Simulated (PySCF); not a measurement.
Sn(F)(Br)(Et)2, SMILES [CH2]([Sn]([Br])([F])[CH2]C)C (C4H10BrFSn) (GFN2-xTB optimised geometry):

```
17

C     -0.747    -1.004     3.156
C     -1.179    -2.001     2.118
Sn    -0.750    -1.232     0.000
F      1.278    -1.232     0.000
Br    -1.278     1.232     0.000
C     -1.198    -1.987    -2.117
C     -2.466    -1.410    -2.685
H      0.320    -0.800     3.082
H     -0.947    -1.409     4.149
H     -1.289    -0.064     3.061
H     -2.248    -2.198     2.145
H     -0.623    -2.932     2.180
H     -0.315    -1.680    -2.672
H     -1.228    -3.071    -2.042
H     -2.571    -1.736    -3.721
H     -3.344    -1.745    -2.137
H     -2.446    -0.321    -2.681
```

Level of theory: PBE0/def2-SVP, def2 effective core potentials past Kr (PySCF).

### Question
What are the frontier orbital energies and the dipole moment?

### Answer
HOMO-2 -8.29 eV, HOMO-1 -8.05 eV, HOMO -7.56 eV, LUMO -1.42 eV, LUMO+1 -0.07 eV; dipole moment 4.46 D.

On the same geometry PySCF with PBE/def2-SVP, def2 effective core potentials past Kr gives HOMO-2 -6.88 eV, HOMO-1 -6.69 eV, HOMO -6.35 eV, LUMO -2.23 eV, LUMO+1 -0.86 eV; dipole moment 4.16 D.
